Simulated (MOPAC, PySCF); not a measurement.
[Cd(F)2], neutral singlet in the gas phase. 

Cartesian coordinates (Å):
```xyz
3

Cd     0.0000     0.0000     0.0000
F      0.2644    -1.2647    -1.4155
F     -0.2644     1.2647     1.4155
```
Charge 0, multiplicity 1.

All levels are single points at this geometry (r2SCAN-D4/def2-SVP); Pople sets use spherical d functions. Orbital energies aren't observables, and empty levels follow the basis.

```
level                                     HOMO (eV)  LUMO (eV)  gap (eV)  dipole (D)  vertical IE, Delta-SCF (eV)
----------------------------------------  ---------  ---------  --------  ----------  ---------------------------
B3LYP-D3(BJ)/def2-TZVP in PySCF               -9.82      -2.78      7.04        0.00                            –
PBE-D3(BJ)/def2-TZVP in PySCF                 -8.16      -3.34      4.82        0.00                            –
TPSSh-D3(BJ)/def2-TZVP in PySCF               -8.99      -2.75      6.23        0.00                            –
B3LYP/6-311+G** (LANL2DZ on Cd) in PySCF      -9.86      -2.93      6.93        0.00                            –
B3LYP/LANL2DZ in PySCF                        -9.42      -2.77      6.65        0.00                            –
HF/6-31G* (LANL2DZ on Cd) in PySCF           -14.36       1.43     15.79        0.00                        13.17
PM3 in MOPAC                                 -12.96       0.33     13.29        0.00                            –
PM6 in MOPAC                                 -12.28      -2.01     10.27        0.00                            –
PM7 in MOPAC                                 -13.80      -2.61     11.19        0.00                            –
```
